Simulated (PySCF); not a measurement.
Compound: C3H9BO3Si.
Structure used (PBE0-D3(BJ)/def2-SVP), in Å, numbered top down from 1:
```
atom  x, y, z in Å
Si1    2.595   -0.590    0.462
O2     1.511    0.515   -0.199
C3     0.248    0.187   -0.645
C4    -0.813    1.004    0.069
C5    -2.194    0.493   -0.286
O6    -2.307   -0.898   -0.054
B7    -1.208   -1.685   -0.114
O8     0.030   -1.193   -0.426
H9     2.995   -1.647   -0.511
H10    3.778    0.251    0.795
H11    2.071   -1.215    1.711
H12    0.200    0.363   -1.737
H13   -0.704    2.066   -0.196
H14   -0.635    0.912    1.154
H15   -2.965    0.997    0.314
H16   -2.426    0.695   -1.348
H17   -1.314   -2.863    0.109
```

The closed-shell ground state was solved at several levels (PySCF, density fitting, gas phase, non-relativistic).

```
              level  basis functions  total energy (Eh)  HOMO (eV)  LUMO (eV)  gap (eV)  dipole (D)
CAM-B3LYP/def2-SVPD              245          -659.3810      -9.48       0.90     10.38        2.00
      PBE0/pcSseg-1              188          -659.2772      -8.02       0.54      8.56        1.99
```

**Question.** What might PBE/pcSseg-1 (188 basis functions) give for the same quantities?

**Answer.** Total energy -659.2300 Eh, HOMO -6.54 eV, LUMO -0.43 eV, gap 6.11 eV, dipole 2.04 D.

**Question.** Over all these levels, which gives the widest orbital gap and which the narrowest?

**Answer.** CAM-B3LYP/def2-SVPD (range-separated hybrid) has the widest, 10.38 eV, and PBE/pcSseg-1 (GGA) the narrowest, 6.11 eV. Functional and basis both differ between the two, so the spread mixes both effects.

**Question.** How far do the dipole and the HOMO energy spread over the levels?

**Answer.** The dipole runs from 1.99 to 2.04 D (mean 2.01 D) and the HOMO from -9.48 to -6.54 eV.

One conformer stands for the species.
